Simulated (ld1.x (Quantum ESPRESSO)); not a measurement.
**In, TM: configuration errors across variants**

In (Z = 49), norm-conserving Troullier–Martins (Kleinman–Bylander form), made with ld1.x (Quantum ESPRESSO) 7.5 (PBE, scalar-relativistic). Core [Kr], reference 4d10 5s2 5p1. Waves: 5s (bound): rc 1.80 bohr; 5p (bound): rc 2.30 bohr; 4d (bound): rc 1.40 bohr. Local part: the d channel. Core correction: Bessel-smoothed model core inside 1.45 bohr.

All-electron excitation energies from the reference (eV): (1) 4d10 5s2 5p0 5.363; (2) 4d10 5s1 5p0 24.598; (3) 4d10 5s0 5p0 52.918; (4) 4d10 5s2 5p1.3 -0.532; (5) 4d10 5s2 5p0.5 1.940; (6) 4d9 5s0 5p0 109.307.

Tests that are not counted but printed errors over 1 eV. “base”: 4d9 5s2 5p2 (solver errors, printed error -1217 eV). “wave 5p (bound): rc 2.30 bohr becomes 5p (bound): rc 2.42 bohr”: 4d9 5s2 5p2 (solver errors, printed error -1220 eV). “wave 5p (bound): rc 2.30 bohr becomes 5p (bound): rc 2.60 bohr”: 4d9 5s2 5p2 (an occupied level unbound or not found, printed error -1220 eV). “wave 5p (bound): rc 2.30 bohr becomes 5p (bound): rc 2.82 bohr”: 4d9 5s2 5p2 (solver errors, printed error -1487 eV).

A true bound ghost makes a file unfit for plane-wave use even where its test errors are small: the radial tests pick states by their node count and pass the ghost by. Where a test does run into it, the solver fails or the error is huge.

Errors AE − PS in meV (a dash: test not solved or not reliable):

| change | (1) | (2) | (3) | (4) | (5) | (6) | bound ghosts |
| --- | --- | --- | --- | --- | --- | --- | --- |
| base | -2.2 | -13 | -57 | +0.1 | -0.6 | -83 | s, p |
| wave 5p (bound): rc 2.30 bohr becomes 5p (bound): rc 1.54 bohr | -2.1 | -7.3 | -45 | -0.1 | -0.8 | -133 | s, p |
| wave 5p (bound): rc 2.30 bohr becomes 5p (bound): rc 1.66 bohr | -1.0 | -8.1 | -48 | 0.0 | -0.6 | -125 | s, p |
| wave 5p (bound): rc 2.30 bohr becomes 5p (bound): rc 2.16 bohr | -2.1 | -13 | -57 | 0.0 | -0.6 | -90 | s, p |
| wave 5p (bound): rc 2.30 bohr becomes 5p (bound): rc 2.42 bohr | -2.3 | -13 | -56 | +0.1 | -0.6 | -81 | s, p |
| wave 5p (bound): rc 2.30 bohr becomes 5p (bound): rc 2.60 bohr | -2.3 | -13 | -57 | +0.1 | -0.6 | -83 | s, p |
| wave 5p (bound): rc 2.30 bohr becomes 5p (bound): rc 2.82 bohr | -2.4 | -14 | -59 | +0.1 | -0.6 | -91 | s, p |
| wave 5p (bound): rc 2.30 bohr becomes 5p (bound): rc 2.96 bohr | -2.5 | -16 | -62 | +0.1 | -0.6 | -100 | s, p |
| wave 5p (bound): rc 2.30 bohr becomes 5p (bound): rc 3.24 bohr | -3.2 | -21 | -74 | +0.1 | -0.7 | -128 | s, p |
| wave 5p (bound): rc 2.30 bohr becomes 5p (bound): rc 3.48 bohr | -4.4 | -27 | -86 | +0.1 | -0.8 | -156 | s, p |

Question: Give the same row for: wave 5p (bound): rc 2.30 bohr becomes 5p (bound): rc 1.92 bohr.

Answer: -1.5, -12, -56, 0.0, -0.5, -103; bound ghosts: s, p.
